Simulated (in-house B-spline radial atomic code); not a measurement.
Configurations of Cu+, with energies counted from [Ar] 3d10. Level of theory: non-relativistic BLYP, spin-polarised, spherical fractional occupations, point nucleus; calculated with an all-electron radial atomic-structure program (B-spline basis). Shells without spins written out take the highest spin.

Occupations are held fixed; configurations that lie above the ionisation limit could autoionise.

```
                                  configuration  E - E(ref) (eV)  highest orbital  its <r> (bohr)
                                   [Ar] 3d9 4s1           3.1775            4s up           2.476
         [Ar] 3d(4 up, 5 down) 4d(1 up, 0 down)           15.239            4d up           5.327
[Ne] 3s2 3p(3 up, 2 down) 3d10 4d(1 up, 0 down)            81.85            4d up           5.277
                          [Ne] 3s2 3p5 3d10 4f1           84.457            4f up            8.73
[Ne] 3s2 3p(3 up, 2 down) 3d10 4f(0 up, 1 down)           84.458          4f down           8.736
```

Q: Order these further configurations by energy, lowest first.
A. [Ne] 3s2 3p5 3d10 4p1
B. [Ne] 3s2 3p(2 up, 3 down) 3d10 4s(0 up, 1 down)
C. [Ar] 3d9 4d1
D. [Ar] 3d9 4p1
E. [Ar] 3d9 4f1

A: D (9.0544 eV), C (15.216 eV), E (17.803 eV), B (69.764 eV), A (75.668 eV).
